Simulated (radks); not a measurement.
Question: Species: Tl I. Configuration: [Hg] 6p0.75 7s0.25 (fractional occupations, a model configuration). All-electron calculation, Dirac Kohn-Sham, PBE, spin-unpolarised, spherical densities, finite nucleus; open shells are shared between the two j in proportion to 2j + 1; Fermi nuclear charge, rms radius 5.4759 fm. Program: a radial shooting solver on a logarithmic mesh with Libxc functionals. Some entries of the table are withheld. Estimate them.

| orbital | occ. | eigenvalue (hartree) | <1/r> (bohr^-1) | r(max) (bohr) |
|---|---|---|---|---|
| 1s1/2 | 2 | -3139.623 | 99.36 | 0.01003 |
| 2s1/2 | 2 | -558.5963 | 24.52 | 0.05837 |
| 2p1/2 | 2 | -536.4004 | (1) | 0.04279 |
| 2p3/2 | 4 | -460.4979 | (2) | 0.05039 |
| 3s1/2 | 2 | -133.3405 | 8.998 | (3) |
| 3p1/2 | 2 | -123.2847 | 8.912 | (4) |
| 3p3/2 | 4 | -106.4107 | 7.658 | (5) |
| 3d3/2 | 4 | -89.74539 | 7.558 | 0.1309 |
| 3d5/2 | 6 | -86.14140 | 7.276 | 0.1351 |
| 4s1/2 | 2 | -29.77992 | 3.817 | 0.3695 |
| 4p1/2 | 2 | -25.43857 | 3.708 | 0.3672 |
| 4p3/2 | 4 | -21.33635 | 3.274 | 0.3985 |
| 4d3/2 | 4 | -14.23414 | 3.075 | 0.3903 |
| 4d5/2 | 6 | -13.46869 | 2.976 | 0.3998 |
| 5s1/2 | 2 | -4.82695 | (6) | 0.8091 |
| 4f5/2 | 6 | -4.30177 | 2.625 | 0.3558 |
| 4f7/2 | 8 | -4.13277 | 2.587 | 0.3603 |
| 5p1/2 | 2 | -3.36943 | 1.446 | 0.8504 |
| 5p3/2 | 4 | -2.62685 | 1.285 | 0.9285 |
| 5d3/2 | 4 | -0.64770 | 0.9736 | 1.096 |
| 5d5/2 | 6 | -0.56693 | 0.9329 | 1.131 |
| 6s1/2 | 2 | -0.37709 | 0.5205 | 2.070 |
| 6p1/2 | 0.25 | -0.13851 | 0.3850 | (7) |
| 6p3/2 | 0.5 | -0.09781 | 0.3249 | (8) |
| 7s1/2 | 0.25 | -0.03118 | 0.1377 | 7.521 |
| 7p1/2 | 0 | -0.01054 | 0.09284 | (9) |

Answer: 
(1) 2p1/2 <1/r> (bohr^-1): 24.49
(2) 2p3/2 <1/r> (bohr^-1): 19.69
(3) 3s1/2 r(max) (bohr): 0.1642
(4) 3p1/2 r(max) (bohr): 0.1530
(5) 3p3/2 r(max) (bohr): 0.1684
(6) 5s1/2 <1/r> (bohr^-1): 1.571
(7) 6p1/2 r(max) (bohr): 2.584
(8) 6p3/2 r(max) (bohr): 2.989
(9) 7p1/2 r(max) (bohr): 11.40
